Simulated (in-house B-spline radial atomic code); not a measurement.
Atomic self-consistent-field run: the argon ion Ar⁵⁺. Method: Dirac-Kohn-Sham CAM-B3LYP, spherical fractional occupations, exact exchange averaged over the configuration, Fermi nucleus of rms radius 3.4274 fm. Calculated with a radial B-spline atomic code at the basis-set limit.

Command:
```bash
python run_scf.py task.json out
```
Settings (nuclear radius in fm, mass in u):
```
Z                18
configuration    [Ne] 3s2 3p1
hamiltonian      dirac
method           camb3lyp
spin_polarised   False
nucleus          fermi
rms_radius       3.4274
atomic_mass      39.96238
speed_of_light   137.035999084
exact_exchange   averaged over the configuration
```

Output (hartree, bohr):
```
 radial grid: 67 intervals, B-splines of order 8, outer radius 12.1053 bohr

 iter        energy (Eh)    residual
    1        -518.213848    5.44e-01
    2        -521.102271    1.99e-01
    3        -521.378708    6.88e-02
    4        -521.413198    2.32e-02
    5        -521.417360    7.78e-03
    6        -521.417838    6.58e-05
    7        -521.417838    3.62e-06
    8        -521.417838    5.24e-08

 total energy                      -521.41784
 kinetic                             524.7318
 electron-nucleus                  -1201.6938
 Hartree                             183.9105
 exact exchange                       -6.2525
 exchange-correlation                -22.1138

 first-order corrections (not in the total)
   Gaunt                             0.1417
   retardation                      -0.0108
   frequency dependence             -0.0001
   self-energy                       0.0940
   Uehling                          -0.0065
   Wichmann-Kroll                    0.0000
   recoil                            0.0059

 orbital      occ     eigenvalue          <r>       <r^2>       <1/r>       <r^4>       r_max    small
 1s1/2      2.000      -119.1092    0.0856904  0.00987821     17.6986 0.000251816     0.05606  4.12e-03
 2s1/2      2.000       -14.5851     0.411316    0.200541     3.58055   0.0715454      0.3375  6.69e-04
 2p1/2      2.000       -12.1267     0.372152    0.171837     3.49424   0.0618696      0.2784  6.47e-04
 2p3/2      4.000       -12.0428     0.374489    0.173851     3.46475   0.0632029      0.2802  6.42e-04
 3s1/2      2.000        -3.7537      1.22046     1.69785     1.14677     4.40111       1.092  1.50e-04
 3p1/2      0.333        -3.1672      1.28138     1.89445     1.06495      5.6807       1.132  1.35e-04
 3p3/2      0.667        -3.1560      1.28591     1.90757     1.05989     5.75589       1.136  1.34e-04

 Slater integrals (Eh)
   F0(3s1/2,3s1/2)               0.736564
   F0(3s1/2,3p1/2)               0.718655
   G1(3s1/2,3p1/2)               0.482296
   F0(3s1/2,3p3/2)               0.717311
   G1(3s1/2,3p3/2)               0.481384
   F0(3p1/2,3p1/2)               0.702450
   F0(3p1/2,3p3/2)               0.701196
   G2(3p1/2,3p3/2)               0.358452
   F0(3p3/2,3p3/2)               0.699950
   F2(3p3/2,3p3/2)               0.357935
```

Run time, properties included: 1 s on 1 thread of Intel(R) Xeon(R) 6975P-C, with other jobs on the host.

For the Dirac Hamiltonian the kinetic term is c α·p + (β - 1)c².
